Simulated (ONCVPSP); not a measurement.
# Building the ONCV potential for molybdenum (Mo) (PBEsol, scalar-relativistic).

Mo, optimised norm-conserving Vanderbilt (ONCV), made with ONCVPSP 4.0.1 (PBEsol, scalar-relativistic). Core [Ar] 3d10, reference 4s2 4p6 4d5 5s1. Waves: 4s+5s: rc 2.22 bohr, ncon 4, nbas 7, qcut 6.7 1/bohr, 2 projectors; 4p: rc 1.25 bohr, ncon 4, nbas 8, qcut 7.7 1/bohr, 2 projectors, debl 1.5 Ha; 4d: rc 2.60 bohr, ncon 3, nbas 8, qcut 7 1/bohr, 1 projector. Local part: polynomial inside 0.95 bohr (lpopt 5, dvloc0 0 Ha). Core correction: Teter function fitted to the true core (icmod 2), fcfact 0.7.

Poles of the logarithmic derivatives, all-electron (AE) and pseudo (PS). s: poles at -2.3, 2.5 (AE) and -2.3, 1.1, 2.6 (PS) Ha. p: poles at 2.1 (AE) and 2.1 (PS) Ha. d: poles at 0.1, 3.0 (AE) and 0.1, 3.3 (PS) Ha. Test radii: s 2.25, p 1.27, d 2.64 bohr.

* Cutoffs needed: 28 Ha and 98 Ha (the cutoffs (Ha) at which the residual kinetic energy of the hardest occupied pseudo-wave falls to 1 and 0.1 mHa per electron)
* Ghost test: no bound ghost flagged; GHOST(+) flagged for s at 32.8 eV
* Configuration tests: 1 of 4 tests not solved or not reliable
* rms error of d²Exc/dni dnj: 4.10 mHa without and 1.71 mHa with the model core
